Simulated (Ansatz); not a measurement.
Basis-set extrapolation for C$_{2}$H$_{7}$Cl$_{2}$NSi$_{2}$, SMILES `C=C[SiH](Cl)N[SiH2]Cl` (PBE0-D4/def2-TZVP geometry, frozen core, Ansatz). Multiplicity 1, RHF reference.

```csv
,def2-TZVPP,def2-QZVPP
HF,-1631.392891,-1631.443037
MP2 correlation,-1.145839,-1.240065
CCSD(T) correlation,-1.274901,not run
```

Energies in hartree. Use E(X) = E(∞) + A·exp(−7.88·√X) for Hartree–Fock and E(X) = E(∞) + B·X^(−2.97) for correlation, with X = 3 and 4, and add CCSD(T) minus MP2 of the smaller set to the MP2 limit.

Problem. What is the CCSD(T) energy at the basis-set limit?

Solution. HF limit: -1631.443037 + (-0.050146) × 0.13774 = -1631.44994. MP2 limit: -1.240065 + (-0.094226) × 0.74074 = -1.30986. Higher-order term: -1.274901 − (-1.145839) = -0.12906. Total: -1632.88886 hartree, 580.4 kJ/mol below CCSD(T)/def2-TZVPP.
